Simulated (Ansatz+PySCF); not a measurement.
A single Cl atom.

Basis set: def2-SVP (spherical functions). Correlated methods keep 5 orbitals frozen. Charge -1, multiplicity 1.

Computed with Ansatz (development build ahead of 0.2.0); each method stands on the lowest determinant of its kind that the runs found. Restricted open shells among the atoms or ions are ROHF, correlated in semicanonical orbitals with singles.

The vertical detachment energy (product with multiplicity 2 at the same shape, open shells in the same class of orbitals) of singlet Cl(-):

```csv
method,detachment energy
ωB97X (restricted),2.50 eV
ωB97X (unrestricted),2.47 eV
r²SCAN (restricted),2.59 eV
r²SCAN (unrestricted),2.54 eV
PBE0 (restricted),2.48 eV
PBE0 (unrestricted),2.44 eV
PBE (restricted),2.37 eV
PBE (unrestricted),2.34 eV
RHF-CCSD(T),1.86 eV
RHF-CCSD,1.86 eV
RHF,1.52 eV
UHF,1.41 eV
```

(1) What does RHF-MP2 give?

## Answers

(1) 1.97 eV. Caution: no diffuse functions for an anion.
